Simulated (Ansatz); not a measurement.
C4H10BN, SMILES C1CCB1NC. Atoms are numbered in the order given.

```xyz
16

C      0.3050     2.4841     0.0000
N     -0.5976     1.3615     0.0000
B     -0.2435     0.0169     0.0000
C     -1.0745    -1.3415     0.0000
C      0.3044    -2.0637     0.0000
C      1.1493    -0.7563     0.0000
H      0.1748     3.1230    -0.8907
H      1.3406     2.1171     0.0000
H      0.1748     3.1230     0.8907
H     -1.5815     1.6070     0.0000
H     -1.6977    -1.5389     0.8877
H     -1.6977    -1.5389    -0.8877
H      0.4712    -2.6958    -0.8862
H      0.4712    -2.6958     0.8862
H      1.7893    -0.6209    -0.8876
H      1.7893    -0.6209     0.8876
```

Geometry optimised at PBE0-D3(BJ)/def2-SVP. This is a generated structure with no PubChem entry under its InChIKey; it may be hypothetical. One conformer was computed; it need not be the lowest.

Two levels are set side by side: PBE-D3(BJ)/def2-SVP (Ansatz, a first-principles code) and PBE0-D3(BJ)/def2-SVP (Ansatz). Each level has its own optimised geometry; the coordinates shown are those of the second. Differences are taken from unrounded values.

| quantity | PBE0-D3(BJ) | PBE-D3(BJ) | PBE-D3(BJ) minus PBE0-D3(BJ) |
|---|---|---|---|
| mean bond length (Å) | 1.254 | 1.262 | 0.009 |
| bond C1–N2 (Å) | 1.440 | 1.450 | 0.010 |
| bond N2–B3 (Å) | 1.390 | 1.399 | 0.008 |
| bond B3–C4 (Å) | 1.592 | 1.599 | 0.006 |
| bond B3–C6 (Å) | 1.593 | 1.599 | 0.006 |
| bond C4–C5 (Å) | 1.557 | 1.567 | 0.011 |
| bond C5–C6 (Å) | 1.557 | 1.567 | 0.011 |
| bond C1–H7 (Å) | 1.104 | 1.113 | 0.009 |
| bond C1–H8 (Å) | 1.099 | 1.107 | 0.008 |
| bond C1–H9 (Å) | 1.104 | 1.113 | 0.009 |
| bond N2–H10 (Å) | 1.014 | 1.024 | 0.009 |
| bond C4–H11 (Å) | 1.102 | 1.111 | 0.008 |
| bond C4–H12 (Å) | 1.102 | 1.111 | 0.008 |
| bond C5–H13 (Å) | 1.101 | 1.109 | 0.008 |
| bond C5–H14 (Å) | 1.101 | 1.109 | 0.008 |
| bond C6–H15 (Å) | 1.103 | 1.111 | 0.008 |
| bond C6–H16 (Å) | 1.103 | 1.111 | 0.008 |

GGA bonds tend to be longer and softer than those of functionals with exact exchange. Differences between two approximate levels are no errors against the true value.
